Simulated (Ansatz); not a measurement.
Reaction (formal hydrolysis of a C–F bond): `F[CH2][SnH2][Cl]` + H₂O → `O[CH2][SnH2][Cl]` + H–F

Computed with Ansatz on PBE0-D4/def2-TZVP structures; ΔE is electronic, products minus reactants. CBS: MP2 limit from def2 TZ/QZ plus the TZ coupled-cluster correction, frozen cores. This one scheme is used for every species. Functionals use def2-TZVPP. def2 core potentials past Kr. For Sn outer-core shells are correlated without core-valence functions, which leaves a few kJ/mol of doubt a bond. Each species was taken in one conformer, which may not be the lowest.

`F[CH2][SnH2][Cl]`:

```xyz
8

F     1.871    0.857    0.347
C     0.738    0.804   -0.441
Sn   -0.729   -0.512    0.454
Cl   -0.470   -2.571   -0.621
H     1.010    0.419   -1.427
H     0.336    1.815   -0.545
H    -2.332   -0.027    0.129
H    -0.425   -0.784    2.104
```

H₂O:

```xyz
3

O    -0.087    0.284   -0.252
H    -0.563    0.047    0.547
H     0.649   -0.331   -0.295
```

`O[CH2][SnH2][Cl]`:

Z-matrix (Å, degrees):
```
C
Sn 1 2.153
O 1 1.412 2 107.3
H 1 1.096 2 106.9 3 121.1
H 1 1.097 2 109.0 3 -121.9
Cl 2 2.342 1 105.8 3 -95.9
H 2 1.700 1 113.0 3 19.9
H 2 1.707 1 113.0 3 149.7
H 3 0.961 1 108.9 2 172.5
```

H–F:

Cartesian coordinates in Å:
```
F -0.362 0.047 -0.280
H 0.362 -0.047 0.280
```

```tsv
level	ΔE (kJ/mol)
ωB97M-V	0.2
r2SCAN	3.3
```

What does CCSD(T)/CBS give? (Best estimate.)

The calculation gave: -5.1 kJ/mol. The listed levels differ from it by 5.3, 8.4 kJ/mol.

Largest T1 diagnostic among the species: 0.012.

The D4 term adds −3.1 kJ/mol with B3LYP and −1.7 kJ/mol with PBE0; it sums over pairs of atoms, weighted by their polarisabilities, and B3LYP, whose exchange is more repulsive, gets the larger term. From PBE to PBE0 (25 % exact exchange), in def2-TZVPP and without D4, ΔE moves by −3.4 kJ/mol. In def2-TZVPP, CCSD(T) changes the Hartree–Fock value by −9.0 kJ/mol (the triples alone add −0.7 kJ/mol) and MP2 by −13.8 kJ/mol.

B3LYP here is the variant with VWN-RPA as its local correlation; programs differ in this.
